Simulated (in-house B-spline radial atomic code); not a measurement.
Values are calculated unless marked as measured or tabulated.
**Softness against transferability: the 2s channel of B**

B, [He] 2s2 2p1, non-relativistic PBE, spherical and spin-unpolarised, from a B-spline radial code for spherical atoms (atomic units). The all-electron 2s level is ε = -0.346865 hartree, its outermost node lies just inside 0.47 bohr and its outer maximum at 1.52 bohr.

Troullier-Martins pseudo-orbitals are made for several radii. The cutoffs (hartree) are the plane-wave energies beyond which the orbital holds less than the named kinetic energy per electron. The phase error is the difference, pseudo minus all-electron, of arctan(R P'/P) at R = 2.43 bohr for all radii, half a hartree below and above the level.

| r_c (bohr) | V_l(0) (hartree) | cutoff for 10 mEh | for 1 mEh | for 0.1 mEh | phase error at ε − 0.5 (mrad) | at ε + 0.5 (mrad) |
| --- | --- | --- | --- | --- | --- | --- |
| 1.14 | 1.52 | 6.92 | 13.1 | 33 | -0.4 | -1.1 |
| 1.32 | 2.03 | 6.92 | 12.1 | 31 | -0.3 | -1.0 |
| 1.52 | 1.23 | 6.2 | 11.1 | 27.4 | -0.5 | -1.4 |
| 1.72 | 0.47 | 5.12 | 9.33 | 22.6 | -0.9 | -2.6 |
| 1.92 | -0.05 | 3.7 | 7.84 | 18.2 | -1.8 | -4.7 |
| 2.13 | -0.39 | 1.55 | 6.34 | 14.4 | -3.2 | -8.0 |

Q: Which radius needs the lowest cutoff for 0.1 mEh while both phase errors stay within 2.7 mrad?

A: The radii within that limit are 1.14, 1.32, 1.52, 1.72 bohr; of these r_c = 1.72 needs the least, 22.6 hartree, that is 45.2 Ry or 615 eV.

Q: What does the larger radius buy, and what does it cost?

A: From r_c = 1.14 to 2.13 bohr the cutoff for 1 mEh goes from 13.1 to 6.34 hartree, a factor of 2.07, against 3.49 for a pure 1/r_c² scaling, end to end; step by step it is 13.1, 12.1, 11.1, 9.33, 7.84, 6.34, and for 0.1 mEh 33, 31, 27.4, 22.6, 18.2, 14.4; the number of plane waves goes as the cutoff to the power 3/2, here a factor of 3.0. The larger of the two phase errors is least at r_c = 1.32 bohr, 1.0 mrad; it is 1.1 at the smallest radius and 8.0 at the largest. These errors test the reference atom alone. Large radii also let the cores of neighbours overlap, which an atom doesn't show.
